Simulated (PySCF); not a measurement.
EPR parameters of C7H9O2

Compound: C7H9O2 (doublet state).
SMILES with atom numbers: `[CH3:1][CH:2][C:3](=[O:4])[C:5](=[O:6])[CH:7]1[CH2:8][CH2:9]1` (hydrogens: H10, H11, H12 on C1; H13 on C2; H14 on C7; H15, H16 on C8; H17, H18 on C9)

Geometry (GFN2-xTB, Å), atoms numbered from 1 in this order:
```
atom  x, y, z in Å
C1     3.4308   -0.0945   -0.6802
C2     2.1420    0.3242   -0.1086
C3     0.9875   -0.4662   -0.2329
O4     0.9411   -1.6390   -0.6207
C5    -0.3159    0.2701    0.1239
O6    -0.2947    1.2714    0.8045
C7    -1.5283   -0.3705   -0.3983
C8    -2.7979   -0.2612    0.4217
C9    -2.6702    0.5316   -0.8221
H10    3.4065   -1.1554   -0.9213
H11    4.2337    0.1183    0.0276
H12    3.6617    0.4701   -1.5881
H13    2.0368    1.3188    0.2969
H14   -1.3488   -1.2806   -0.9532
H15   -2.7172    0.2594    1.3640
H16   -3.4462   -1.1235    0.4375
H17   -3.2279    0.2393   -1.6981
H18   -2.5018    1.5940   -0.7290
```

The hyperfine couplings belong to this conformer and change with its torsions.

Method used: UKS B3LYP, pcH-1 on C H O, non-relativistic, mean-field spin-orbit, GIAO (PySCF). Geometry: GFN2-xTB, one conformer, isolated molecule. A GFN2-xTB geometry isn't a minimum of the functional, and hyperfine couplings can be far from their values at a DFT geometry. The frame is twisted about the C3–C5 bond at this geometry (dihedral O4–C3–C5–C7 = -17°); couplings at other torsion angles weren't computed. The SCF solution wasn't tested for stability.

| Quantity | Value |
| --- | --- |
| g1, g2, g3 | 2.00226, 2.00444, 2.00776 |
| g_iso | 2.00482 |
| Form of g | rhombic: the two nearest values differ by 40 % of g3 − g1 |
| ⟨S²⟩ | 0.7651 (exact 0.7500) |
| α and β electrons | 34, 33 |
| HOMO–LUMO gap, α and β orbitals | 4.89, 2.87 eV |

Hyperfine couplings atom by atom, in 10⁻⁴ cm⁻¹; T1 to T3 are the principal values of the dipolar part; ρ(0) is the spin density at the nucleus (1 × 10⁻⁴ cm⁻¹ = 2.998 MHz):

```
atom  isotope  a_iso     T1     T2    T3  Mulliken spin population  ρ(0) (bohr⁻³)
  C1      13C   -8.0   -0.9    0.1   0.8                     -0.05        -0.0212
  C2      13C   19.3  -19.2  -18.9  38.1                      0.74         0.0515
  C3      13C  -12.5   -3.8    1.2   2.7                     -0.08        -0.0335
  O4      17O   -8.0  -36.4   18.2  18.3                      0.35         0.0398
  C5      13C   -0.6   -0.8    0.0   0.8                     -0.01        -0.0015
  O6      17O   -0.7   -3.9    1.4   2.5                      0.02         0.0035
  C7      13C    0.1   -0.3   -0.1   0.3                      0.00         0.0003
  C8      13C   -0.2   -0.1    0.0   0.1                      0.00        -0.0004
  C9      13C   -0.1   -0.1    0.0   0.1                      0.00        -0.0003
 H10       1H    2.3   -1.5   -0.5   2.0                      0.00         0.0015
 H11       1H   23.7   -1.5   -0.8   2.4                      0.03         0.0159
 H12       1H   36.2   -1.4   -1.0   2.5                      0.04         0.0243
 H13       1H  -15.3   -9.0   -0.7   9.7                     -0.03        -0.0103
 H14       1H    0.0   -0.8   -0.7   1.4                      0.00         0.0000
 H15       1H    0.1   -0.3   -0.2   0.4                      0.00         0.0000
 H16       1H   -0.1   -0.2   -0.1   0.3                      0.00        -0.0001
 H17       1H   -0.1   -0.2   -0.1   0.3                      0.00         0.0000
 H18       1H   -0.1   -0.2   -0.2   0.4                      0.00        -0.0001
```

The Mulliken spin populations are largest on C2 (+0.74), O4 (+0.35) and C3 (-0.08). The angles at C2 add up to 359.4°, so it is planar; its axial dipolar tensor and the negative coupling of its proton fit spin in a p orbital normal to that plane.

Axes: g3 points within 9° of the C3–O4 bond.

Under fast tumbling the dipolar parts average out, and these isotropic splittings remain: 3 × 1H (H10/H11/H12, I = 1/2, 4 lines) with 2.22 mT and 1 × 1H (H13, I = 1/2, 2 lines) with 1.64 mT.

Means are taken over nuclei equivalent by connectivity, which assumes that they swap fast. The three 1H nuclei of mean +62.2 MHz run from 6.8 to 108.6 MHz in the frozen geometry.

The 13C coupling of C2 (57.9 MHz) shows only in satellite lines or after enrichment, since that isotope makes up about 1.07 % of natural carbon.

The 17O coupling of O4 (-24.1 MHz) shows only in satellite lines or after enrichment, since that isotope makes up about 0.038 % of natural oxygen.

β density exceeds α density at some nuclei, such as C3 (-0.0335), C1 (-0.0212) and H13 (-0.0103), spin density in bohr⁻³. In a single determinant that takes different orbitals for the two spins, that is spin polarisation.

Time: 89 s (grids of density and orbitals included); peak memory 1.1 GiB. Hardware: one thread, Arm Neoverse V2 (aarch64), shared host with 96 logical CPUs at a one-minute load of 67.
